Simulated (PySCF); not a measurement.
Screening by computed properties: pick the candidate that meets the target.

Species are written as SMILES; each is one conformer at its optimised geometry, gas phase, non-relativistic unless stated; the electronic structure was computed with PySCF and density fitting.

Dipoles, sizes and rotational constants follow the conformer. The torsions of the flexible species, by atom-mapped SMILES:
- `[CH3:1][NH:2][SiH2:3][O:4][CH:5]([CH3:6])[CH3:7]`: C1–N2–Si3–O4 -89°, N2–Si3–O4–C5 65°, Si3–O4–C5–C6 142°
- `[CH2:1]=[N:2][GaH2-:3][N+:4]#[C:5][CH3:6]`: C1–N2–Ga3–N4 1°, N2–Ga3–N4–C5 0°
- `[CH3:1][C:2]([CH3:3])([CH3:4])[Si@@H:5]([NH2:6])[OH:7]`: C1–C2–Si5–N6 -61°, H–N6–Si5–C2 -29°, H–N6–Si5–C2 -172°, H–O7–Si5–C2 -78°

The conformers of `C=C1CCCC[C@H]1OC(C)C` aren't listed.

(1) Wanted: HOMO–LUMO gap below 7.4 eV (CAM-B3LYP/def2-SVPD) and lowest singlet excitation below 5 eV (TDDFT CAM-B3LYP/def2-SVPD), at PBE0-D3(BJ)/def2-SVP geometries. Which candidate meets both?
A. `C=C1CCCC[C@H]1OC(C)C`
B. `C=[N][GaH2-][N+]#CC`
C. `CN[SiH2]OC(C)C`
D. `[SiH3]c1oc2ccccc2p1`

(2) Wanted: electronic spatial extent ⟨r²⟩ about the centre of nuclear charge above 1700 bohr² (CAM-B3LYP/def2-SVPD) and HOMO energy above -8.6 eV (CAM-B3LYP/def2-SVPD), at PBE0-D3(BJ)/def2-SVP geometries. Which candidate meets both?
A. `C=[N][GaH2-][N+]#CC`
B. `O([SiH2]NC)C(C)C`
C. `CC(C)(C)[Si@@H](N)O`
D. `[SiH3]c1oc2c(p1)cccc2`

## Answers

(1) D. Computed values:
```
             species  HOMO–LUMO gap  lowest singlet excitation
 [SiH3]c1oc2ccccc2p1        7.16 eV                    4.65 eV
 C=[N][GaH2-][N+]#CC        7.62 eV                    3.88 eV
      CN[SiH2]OC(C)C        9.54 eV                    6.27 eV
C=C1CCCC[C@H]1OC(C)C        9.73 eV                    6.69 eV
```

(2) D. Computed values:
| species | electronic spatial extent ⟨r²⟩ about the centre of nuclear charge | HOMO energy |
| --- | --- | --- |
| CC(C)(C)[Si@@H](N)O | 1023 bohr² | -8.79 eV |
| C=[N][GaH2-][N+]#CC | 1111 bohr² | -7.27 eV |
| O([SiH2]NC)C(C)C | 1253 bohr² | -8.32 eV |
| [SiH3]c1oc2c(p1)cccc2 | 2084 bohr² | -7.80 eV |
